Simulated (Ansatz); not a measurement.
`B[SiH2][SiH2][SiH3]` + `[OH][InH2]` → `B[SiH2][InH2]` + `O[SiH2][SiH3]` at 700 K and 1 bar (redistribution).

Gas-phase electronic energies from Ansatz, PBE0-D4/def2-TZVP geometries. CCSD(T)/CBS adds triple-zeta CCSD(T) − MP2 to the extrapolated MP2 energy (def2 sets, frozen cores). def2 core potentials past Kr. For In outer-core shells are correlated without core-valence functions, which leaves a few kJ/mol of doubt a bond. One conformer a species, not always the lowest.

| species | CCSD(T)/CBS energy (Eh) | H − E (kJ/mol) | S (J/(mol·K)) |
| --- | --- | --- | --- |
| `B[SiH2][SiH2][SiH3]` | -897.39286 | 309.4 | 553.9 |
| `[OH][InH2]` | -266.78179 | 108.6 | 338.8 |
| `B[SiH2][InH2]` | -507.23462 | 203.0 | 456.4 |
| `O[SiH2][SiH3]` | -656.96789 | 215.7 | 426.7 |

H − E and S are ideal-gas, rigid-rotor, harmonic terms from PBE0-D4/def2-TZVP, for one conformer and one mirror image of each species. 1 Eh = 2625.50 kJ/mol, R = 8.31446 J/(mol·K).

Problem. By hand: ΔE, ΔH, ΔS and ΔG.

Solution. ΔE = (-507.23462) + (-656.96789) − (-897.39286) − (-266.78179) = -0.02786 Eh = -73.1 kJ/mol. Δ(H − E) = 203.0 + 215.7 − 309.4 − 108.6 = 0.7, so ΔH = -72.4 kJ/mol. ΔS = 456.4 + 426.7 − 553.9 − 338.8 = -9.6 J/(mol·K). ΔG = -72.4 − 700 × (-9.6)/1000 = -65.7 kJ/mol.

Problem. By hand: the equilibrium constant, and the temperature at which ΔG would vanish if ΔH and ΔS stayed fixed.

Solution. log₁₀ K = −ΔG/(RT ln 10) = 4.9. ΔG = 0 at ΔH/ΔS = 7542 K, far beyond where these terms or the molecules hold.

The number of gas molecules stays the same, so ΔS is small and ΔH decides. A doubt of 5 kJ/mol in ΔE shifts log₁₀ K by 0.4 here. Other conformers and mirror images would add mixing entropy, several J/(mol·K) or more a flexible species. Modes under 60 cm⁻¹, often nearly free rotors, make the harmonic entropy too high. These are equilibria of isolated gas molecules and say nothing of rates. Largest T1 diagnostic: 0.017 (customary marks: 0.02 for closed shells, 0.045 for open ones).
